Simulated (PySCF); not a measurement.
Input for PySCF: R-MP2/6-31G* on C3H6O (SMILES CC(C)=O) with ghost functions.

```python
from pyscf import gto, scf, dft, mp
from pyscf.data.elements import chemcore

mol = gto.M(
    atom='''
    C     1.32205285    0.03523520    3.55423161
    C    -0.16223396   -0.20764329    3.58148495
    C    -0.82635908   -0.27888868    4.92879207
    O    -0.81643866   -0.34044051    2.56160588
    H     1.51328303    1.06491129    3.87049560
    H     1.82853027   -0.61427106    4.27081786
    H     1.72399510   -0.11125222    2.55482226
    H    -1.90771621   -0.29613753    4.81907129
    H    -0.49882410   -1.18866209    5.43979821
    H    -0.52008286    0.56238565    5.55387987
    ghost-F    0.54772149   -0.26638405    0.36994511
    ghost-H   -0.02770234   -0.29930729    1.12956725
    ''',
    basis='6-31g*',
    cart=True,
    charge=0, spin=0, verbose=3, max_memory=1800)
mf = scf.RHF(mol)
mf.conv_tol = 1e-8
mf.max_cycle = 100
mf.kernel()
if not mf.converged:
    mf = mf.newton().run(mf.mo_coeff, mf.mo_occ)
pt = mp.MP2(mf, frozen=chemcore(mol)).run()
```

The log:

```
converged SCF energy = -191.961911780924
E(RMP2) = -192.526323619026  E_corr = -0.564411838101567
E(SCS-RMP2) = -192.516869387057  E_corr = -0.55495760613293
```

The calculation finished and met its thresholds.

Cost: roughly 1.1 core-seconds.
